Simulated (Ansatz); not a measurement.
Isomers of NbO$_{4}$H$_{3}$ (singlet), relaxed with PBE-D4/def2-SVP; total energies from Ansatz at CCSD(T)/def2-TZVP.

| isomer | description | energy (Eh) |
| --- | --- | --- |
| A | point group not assigned; 4 × Nb–O 1.71 to 2.19 Å; 1 × O–O 1.49 Å; 2 × H–O 0.97 to 0.98 Å; 1 × H–Nb 1.79 Å | -359.13155 |
| B | point group not assigned; 4 × Nb–O 1.71 to 2.45 Å; 1 × O–O 1.48 Å; 2 × H–O 0.97 to 0.98 Å; 1 × H–Nb 1.79 Å | -359.13436 |
| C | point group not assigned; 4 × Nb–O 1.91 to 2.27 Å; 2 × O–O 1.45 to 1.50 Å; 2 × H–Nb 1.77 to 1.79 Å; 1 × H–O 0.98 Å | -358.95666 |

In the def2 sets Nb takes a core potential; there is no spin–orbit coupling. Correlated methods freeze 4 core orbitals; core or outer-core shells of Nb are correlated, in sets that lack core-valence functions.

A: The test of the restricted singlet for broken spin symmetry was undecided. B: The test of the restricted singlet for broken spin symmetry was undecided. C: The test of the restricted singlet for broken spin symmetry was undecided.

The isomers come from a short search, and lower ones may exist.

Question: Work out the relative energies (1 Eh = 2625.5 kJ/mol) and the Boltzmann populations at 1200 K from electronic energies alone (R = 8.314 J/mol/K).

Answer: ΔE: A 7.4, B 0.0, C 466.6 kJ/mol. RT = 9.98 kJ/mol. Factors exp(−ΔE/RT): A 0.476, B 1, C 4.96e-21; sum 1.476. Populations: A 32.2 %, B 67.8 %, C 0.0 %. Zero-point energy, vibrational entropy and symmetry numbers are left out and can shift these; an error of 4 kJ/mol changes a ratio by a factor of 1.5. Over the other density-functional and correlated levels in def2 sets, the gap between B and A ranges from 9 to 15 kJ/mol.
